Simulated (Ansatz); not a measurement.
Two members of one family ((X3Sn)2Y), computed with Ansatz in the gas phase; def2 core potentials for Sn, no spin–orbit coupling. The two geometries come from different levels. Binding counts from free atoms in the multiplicity of their measured ground term, without zero-point energy. A dash marks a value that wasn't run or was left out as unsound. The structures are stationary points that may keep the symmetry of their start.

First: (H3Sn)2O (singlet, charge 0, PBE0-D4/def2-SVP geometry).

```
atom   x (Å)   y (Å)   z (Å)
 Sn1  -1.669  -0.548  -0.427
  H2  -2.425   0.324  -1.693
  H3  -0.847  -1.935  -1.031
  H4  -2.773  -0.965   0.813
  O5  -0.342   0.665   0.394
 Sn6   1.633   0.617   0.468
  H7   2.242   0.663  -1.139
  H8   2.113  -0.832   1.257
  H9   2.068   2.010   1.359
```

```tsv
level	HOMO (eV)	LUMO (eV)	gap (eV)	vertical IE (eV)	vertical triplet (eV)	binding per atom (eV)
PBE-D4/def2-TZVP	-6.33	-1.81	4.52	9.29	4.53	2.54
BLYP-D4/def2-TZVP	-6.23	-1.74	4.49	–	–	2.54
r2SCAN-D4/def2-TZVP	-6.66	-1.48	5.17	9.42	4.75	2.56
PBE0-D4/def2-SVP	-7.62	-0.68	6.93	–	–	2.46
PBE0-D4/def2-TZVP	-7.80	-0.99	6.81	9.58	4.83	2.50
```

Second: (H3Sn)2S (singlet, charge 0, r2SCAN-D4/def2-SVP geometry).

Cartesian coordinates in Å:
```
Sn 1.7916 0.4647 0.0712
H 1.7431 1.1610 -1.4944
H 3.3705 -0.0421 0.4806
H 1.1716 1.5736 1.2234
S 0.4426 -1.5588 0.1033
Sn -1.7670 -0.5544 -0.0651
H -2.8289 -1.8549 -0.3773
H -2.1534 0.2306 1.4099
H -1.7701 0.5803 -1.3515
```

Question: Estimate the same table for the second.

Answer: 
| level | HOMO (eV) | LUMO (eV) | gap (eV) | vertical IE (eV) | vertical triplet (eV) | binding per atom (eV) |
| --- | --- | --- | --- | --- | --- | --- |
| PBE-D4/def2-TZVP | -5.91 | -1.75 | 4.16 | 8.77 | 4.13 | 2.40 |
| BLYP-D4/def2-TZVP | -5.75 | -1.69 | 4.06 | – | – | 2.39 |
| r2SCAN-D4/def2-TZVP | -6.17 | -1.45 | 4.72 | 8.85 | 4.31 | 2.43 |
| PBE0-D4/def2-SVP | -6.97 | -0.78 | 6.19 | – | – | 2.37 |
| PBE0-D4/def2-TZVP | -7.08 | -0.95 | 6.14 | 8.91 | 4.34 | 2.40 |
